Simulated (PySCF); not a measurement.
Al(SiH3)3 (AlH9Si3), SMILES [SiH3][Al]([SiH3])[SiH3].

Coordinates come from a PBE-D3(BJ)/def2-SVP optimisation. The structure was generated by enumeration; whether it is a known compound was not checked.

Calculation: PBE-D3(BJ)/def2-SVP in PySCF.

Frequencies are harmonic and unscaled.

A small imaginary wavenumber (i) marks a very flat motion, where grid noise or a shallow saddle decides the sign.

```
mode  ν (cm⁻¹)  IR (km/mol)  moving atoms (share of kinetic energy)
----  --------  -----------  --------------------------------------
1          18i          0.1                                  H 97 %
2          13i          0.2                                  H 96 %
3           19          0.8                                  H 93 %
4           70          3.6                Si 65 %, H 22 %, Al 12 %
5           71          3.6                Si 63 %, H 24 %, Al 12 %
6          106          9.0                Al 58 %, H 31 %, Si 11 %
7          256          0.0                         Si 89 %, H 10 %
8          347          0.1                          H 91 %, Si 9 %
9          349          0.2                          H 90 %, Si 9 %
10         386          0.2                          H 90 %, Si 9 %
11         395         13.3                H 35 %, Si 32 %, Al 32 %
12         397         13.7                H 35 %, Al 33 %, Si 32 %
13         442         11.5                H 73 %, Al 15 %, Si 13 %
14         487         24.1                H 55 %, Al 31 %, Si 14 %
15         487         24.2                H 55 %, Al 31 %, Si 14 %
16         798        368.6                          H 90 %, Si 9 %
17         798        364.5                          H 90 %, Si 9 %
18         834          0.0                                  H 92 %
19         891          0.0                                  H 97 %
20         895         43.2                                  H 98 %
21         895         43.9                                  H 98 %
22         899          0.7                                  H 98 %
23         900          0.7                                  H 98 %
24         904         73.0                                  H 98 %
25        2120         91.2                                  H 98 %
26        2121         77.6                                  H 98 %
27        2124          9.9                                  H 98 %
28        2134         27.0                                  H 96 %
29        2135         10.2                                  H 96 %
30        2136        170.2                                  H 96 %
31        2147         18.6                                  H 96 %
32        2148         97.1                                  H 96 %
33        2149        123.0                                  H 96 %
```
